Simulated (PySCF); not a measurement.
All of these have the formula C6H10FN. Theory: TDDFT PBE0/def2-SVPD, vertical, gas phase, core orbitals frozen in the response (PySCF 2.14.0, density-fitted response routines). Geometries: GFN2-xTB; one conformer of each isolated species. Triplets are in the Tamm–Dancoff approximation.

A. `[H]/N=C1\CCCC[C@@H]1F`
B. `CCC1=NC[C@H](F)C1`
C. `C=C(C)/C(F)=C\CN`
D. `C/N=C\[C@H](C)/C=C\F`

Lowest singlet levels (six at most, fewer where fewer were computed) with oscillator strengths:

1. 4.51 eV (f 0.007); 6.27 eV (f 0.014); 6.28 eV (f 0.006); 6.40 eV (f 0.147); 6.83 eV (f 0.005); 7.00 eV (f 0.001); T1 3.72 eV
2. 5.15 eV (f 0.001); 7.00 eV (f 0.020); 7.37 eV (f 0.034); 7.41 eV (f 0.062); 7.52 eV (f 0.030); 7.82 eV (f 0.011); T1 4.34 eV
3. 5.59 eV (f 0.001); 6.88 eV (f 0.014); 7.43 eV (f 0.039); 7.56 eV (f 0.022); 7.64 eV (f 0.156); 7.89 eV (f 0.014); T1 4.76 eV
4. 5.04 eV (f 0.280); 5.73 eV (f 0.369); 6.13 eV (f 0.011); 6.60 eV (f 0.008); 6.64 eV (f 0.033); 6.90 eV (f 0.012); T1 3.12 eV

**Question.** Which spectrum belongs to which structure?

**Answer.** 1 = D, 2 = A, 3 = B, 4 = C.
- A: S1 at 5.15 eV, HOMO→LUMO (98%); Löwdin shares by element: HOMO nitrogen 53%, carbon 22% or more, hydrogen 8% or more (atoms not listed hold the other 18%); LUMO carbon 42% or more, nitrogen 34% (atoms not listed hold the other 24%); HOMO -7.41 and LUMO -0.29 eV.
- B: S1 at 5.59 eV, HOMO→LUMO (98%); Löwdin shares by element: HOMO nitrogen 57%, carbon 25% or more (atoms not listed hold the other 18%); LUMO carbon 44% or more, nitrogen 34% (atoms not listed hold the other 22%); HOMO -7.40 and LUMO 0.13 eV.
- C: S1 at 5.04 eV, HOMO→LUMO (74%), HOMO-1→LUMO (24%); Löwdin shares by element: HOMO carbon 52% or more, nitrogen 22% (atoms not listed hold the other 26%); LUMO carbon 75% or more (atoms not listed hold the other 25%); HOMO -6.63 and LUMO -1.02 eV.
- D: S1 at 4.51 eV, HOMO→LUMO (88%); Löwdin shares by element: HOMO nitrogen 49%, carbon 28% or more (atoms not listed hold the other 23%); LUMO carbon 47% or more, nitrogen 23% (atoms not listed hold the other 31%); HOMO -6.66 and LUMO -0.50 eV.
A and C have S1 within 0.11 eV of each other; their strongest listed levels stand at 7.41 eV (f 0.062) and 5.73 eV (f 0.369).
